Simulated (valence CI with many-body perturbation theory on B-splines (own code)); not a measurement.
# Zn7+: magnetic and hyperfine properties of the levels

Computed by relativistic CI+MBPT: five valence electrons over a frozen Dirac-Fock core [Ar], radial functions for each j: 7 s, 7 p, 8 d, 6 f, 4 g, 1 h, with the one-electron correlation potential Σ1, the two-electron term Σ2, the three-electron term Σ3, Breit, model QED; selected CI, second order for the rest, scaled by the run's own slope (own B-spline code, finite nucleus).

No measured spectrum was set against this ion. As an estimate, terms of the open shell hold to 2 to 4 % of their energy, and close levels can change places; different configurations can be misplaced against each other by 1,000 to 8,000 cm⁻¹. Among the levels kept, up to 390 cm⁻¹ of a level comes from second order outside the variational space, and about a tenth of that is noise between levels of different J, which matters for small intervals. The list stops below the first excitations out of the core. Only levels of the ground parity were solved; by the run's estimate the other parity begins above the list, which can be wrong where configurations are misplaced.

A/g_I is the dipole constant over the nuclear g factor μ/I (μ in nuclear magnetons, uniformly magnetised nucleus), B/Q the quadrupole constant per barn. Both hold the static response of the core; the bare values leave it out. Large factors of s and p1/2 electrons are usually good to 5 to 10 %; those of open d and f shells near neutrality can be off by tens of per cent, and small factors of p3/2, d and f electrons come from cancelling terms and can be off by a factor of two or in sign, in half-filled shells by more. B is blank for J = 1/2, where it vanishes, and for nearly pure S terms. Energies count from the lowest level.

Names give the largest LS component (configuration and term), which can be under half, so a name can repeat, a term be missing and a line seem to break the LS rules; names also repeat where a configuration has a term twice. Letters in brackets count levels of one name in rising energy.

```csv
Level,E (eV),g,A/g_I (MHz),A/g_I bare,B/Q (MHz/b),B/Q bare
3d5 6S_5/2,0.000,2.000,-443,-8.91,,
3d5 4G_11/2,6.150,1.272,931,1070,-40.8,-37.6
3d5 4G_5/2,6.156,0.575,1580,1420,67.9,74.0
3d5 4G_7/2,6.170,0.985,1080,1100,110,118
3d5 4G_9/2,6.172,1.171,930,1030,87.5,95.2
3d5 4P_5/2,6.844,1.554,213,464,904,939
3d5 4P_3/2,6.905,1.651,489,791,511,533
3d5 4P_1/2,6.973,2.509,-1600,-971,,
3d5 4D_7/2,7.487,1.425,485,686,267,270
3d5 4D_1/2,7.573,0.156,3080,2770,,
3d5 4D_5/2,7.618,1.406,623,818,-630,-659
3d5 4D_3/2,7.618,1.275,986,1130,-381,-396
3d5 2I_11/2,8.891,0.927,1300,1300,62.4,66.8
3d5 2I_13/2,8.923,1.076,1190,1250,-10.6,-8.35
3d5 2D_5/2 [a],9.517,1.083,944,1000,329,344
3d5 2D_3/2 [a],9.733,0.748,1910,1850,37.5,41.0
3d5 2F_7/2 [a],10.008,1.145,1200,1290,-547,-567
3d5 4F_9/2,10.196,1.308,765,919,-87.2,-91.3
3d5 4F_5/2,10.239,1.002,1270,1300,-351,-364
3d5 4F_7/2,10.284,1.223,761,878,-354,-367
3d5 4F_3/2,10.377,0.456,2080,1890,-121,-125
3d5 2F_5/2 [a],10.525,1.004,1010,1030,-251,-257
3d5 2H_9/2,10.754,0.981,1240,1270,547,565
3d5 2H_11/2,10.949,1.087,1150,1210,-54.5,-58.7
3d5 2G_7/2 [a],11.067,0.900,1570,1560,-170,-185
3d5 2G_9/2 [a],11.254,1.063,1100,1150,-407,-429
3d5 2F_5/2 [b],11.813,0.863,1190,1160,101,112
3d5 2F_7/2 [b],11.864,1.143,1150,1240,437,463
3d5 2S_1/2,12.955,2.000,-437,-6.65,,
3d5 2D_3/2 [b],14.453,0.799,1530,1480,-162,-172
3d5 2D_5/2 [b],14.482,1.196,947,1060,-131,-139
3d5 2G_9/2 [b],16.062,1.111,1060,1130,-141,-143
3d5 2G_7/2 [b],16.075,0.889,1490,1470,234,246
3d5 2P_3/2,19.450,1.326,863,1030,-406,-427
3d5 2P_1/2,19.478,0.668,280,138,,
3d5 2D_5/2 [c],21.149,1.200,798,904,-50.8,-53.4
3d5 2D_3/2 [c],21.174,0.806,2050,2010,520,541
```

(1) Take the isotope of mass number 67, with I = 5/2, μ = 0.87485 μN and Q = 0.122 b. What is the hyperfine structure of 3d5 4G_11/2?

Answers

(1) From the table A = 326 MHz, B = -4.98 MHz. Shifts from the centre of gravity in MHz: F = 3: -5300, F = 4: -3990, F = 5: -2360, F = 6: -406, F = 7: 1880, F = 8: 4480.
